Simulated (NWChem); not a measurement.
# Si2H4OClF; SMILES Cl[SiH2][Si@H](F)O

```xyz
9

O      1.3449     1.5238    -0.6821
Si     0.0750     1.2357     0.3326
F     -1.0577     2.3940     0.1583
Si    -0.8615    -0.7995    -0.3370
Cl     0.4811    -2.2931     0.2033
H      1.9738     2.2129    -0.4458
H      0.4923     1.2811     1.7632
H     -2.1550    -1.0580     0.3591
H     -1.0768    -0.8489    -1.8111
```
Atoms are numbered in this order, from 1.

Computed with NWChem. Structure relaxed at the PBE0/def2-SVP level. Atomic charges in e: unrestrained fits to the electrostatic potential beside Mulliken populations; buried atoms are poorly determined by the fit.

### Question
Estimate the computed values for B3LYP/def2-SVP. Quantities: ESP O1; Mulliken O1; ESP Si2; Mulliken Si2; ESP F3; Mulliken F3; ESP Si4; Mulliken Si4; ESP Cl5; Mulliken Cl5; relative RMS misfit of the potential (%).

### Answer
```yaml
ESP O1: -0.67
Mulliken O1: -0.39
ESP Si2: 0.81
Mulliken Si2: 0.71
ESP F3: -0.34
Mulliken F3: -0.34
ESP Si4: 0.29
Mulliken Si4: 0.35
ESP Cl5: -0.21
Mulliken Cl5: -0.26
relative RMS misfit of the potential (%): 27
```
